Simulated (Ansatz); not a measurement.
`[SiH3]C(Cl)Cl` + `CNC` → `CN(C)[SiH3]` + `ClCCl` at 400 K and 1 bar (ligand exchange at the Si–C bond).

Calculated with Ansatz (gas phase, PBE0-D4/def2-TZVP geometries, no zero-point term in ΔE). CCSD(T)/CBS is the MP2 limit (def2-TZVPP, def2-QZVPP) plus CCSD(T) − MP2 in def2-TZVPP, frozen cores. This one scheme is used for every species.

```
        species  CCSD(T)/CBS energy (Eh)  H − E (kJ/mol)  S (J/(mol·K))
`[SiH3]C(Cl)Cl`              -1249.07910           143.4          356.3
          `CNC`               -135.00321           264.6          293.2
  `CN(C)[SiH3]`               -425.29981           312.9          361.2
        `ClCCl`               -958.80256            94.9          286.0
```

H − E and S are ideal-gas, rigid-rotor, harmonic terms from PBE0-D4/def2-TZVP. 1 Eh = 2625.50 kJ/mol, R = 8.31446 J/(mol·K).

By hand: ΔE, ΔH, ΔS and ΔG.

ΔE = (-425.29981) + (-958.80256) − (-1249.07910) − (-135.00321) = -0.02006 Eh = -52.7 kJ/mol. Δ(H − E) = 312.9 + 94.9 − 143.4 − 264.6 = -0.2, so ΔH = -52.9 kJ/mol. ΔS = 361.2 + 286.0 − 356.3 − 293.2 = -2.3 J/(mol·K). ΔG = -52.9 − 400 × (-2.3)/1000 = -52.0 kJ/mol.

By hand: the equilibrium constant, and the temperature at which ΔG would vanish if ΔH and ΔS stayed fixed.

log₁₀ K = −ΔG/(RT ln 10) = 6.8. ΔG = 0 at ΔH/ΔS = 23000 K, far beyond where these terms or the molecules hold.

The number of gas molecules stays the same, so ΔS is small and ΔH decides. A doubt of 5 kJ/mol in ΔE shifts log₁₀ K by 0.7 here. These are equilibria of isolated gas molecules and say nothing of rates. Largest T1 diagnostic: 0.010 (customary marks: 0.02 for closed shells, 0.045 for open ones).
